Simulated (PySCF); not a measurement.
**LaSi: from constants to spectrum**

PBE constants of LaSi, quartet, about 0.0 electrons in the 4f shell (Mulliken) (PySCF, spin-free X2C with a Gaussian nucleus, basis sets La x2c-SVPall, Si x2c-SVPall; masses 138.9063 and 27.9769 u):

| Item | Value |
| --- | --- |
| ωe | 335.4 cm⁻¹ |
| ωexe | 0.933 cm⁻¹ |
| Be | 0.10644 cm⁻¹ |
| αe | 0.000404 cm⁻¹ |

Task: What force constant and bond length do these constants imply?

Result: Reduced mass μred = 23.287 u; k = 5.8918×10⁻⁷·μred·ωe² (u, cm⁻¹, mdyn/Å) = 1.54 mdyn/Å; Re = √(16.8576/(μred·Be)) (u, cm⁻¹, Å) = 2.608 Å.

Task: Estimate the centrifugal constant D from the Kratzer relation and find the Dunham coefficient a1.

Result: D = 4Be³/ωe² = 4.29e-08 cm⁻¹; a1 = −1 − αeωe/(6Be²) = -2.99.

These are scalar-relativistic numbers at best; spin–orbit coupling would shift them, the dissociation energy most. The state is the lowest single determinant that the PBE0 search found; with open d or f shells the true ground state can be another one.
